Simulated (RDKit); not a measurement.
A run for RDKit: UFF on H5PSe (a complex).

```python
from rdkit import Chem
from rdkit.Chem import AllChem, rdDetermineBonds

blocks = [
'''4

P     0.11565038    0.07616293   -0.17248011
H    -0.63776474    1.26483832   -0.00582678
H     0.20601362    0.21841078   -1.58161171
H    -1.03240589   -0.75251457   -0.23360111
''',
'''3

Se    0.26846055    0.11936317    3.46380604
H    -0.04461748   -0.36959397    4.81712490
H     0.97766581   -1.12343440    3.13233239
''',
]
mol = None
for b in blocks:
    f = Chem.MolFromXYZBlock(b)
    rdDetermineBonds.DetermineBonds(f, charge=0)
    mol = f if mol is None else Chem.CombineMols(mol, f)
Chem.SanitizeMol(mol)
print(Chem.MolToSmiles(Chem.RemoveHs(mol)))
ff = AllChem.UFFGetMoleculeForceField(mol, vdwThresh=100.0, ignoreInterfragInteractions=False)
e = ff.CalcEnergy()
print(f'UFF energy {e:.6f} kcal/mol')
```

The log:

```
P.[SeH2]
UFF energy 2.205591 kcal/mol
```

The run finished.

Cost: around 0.04 core-seconds (rough).
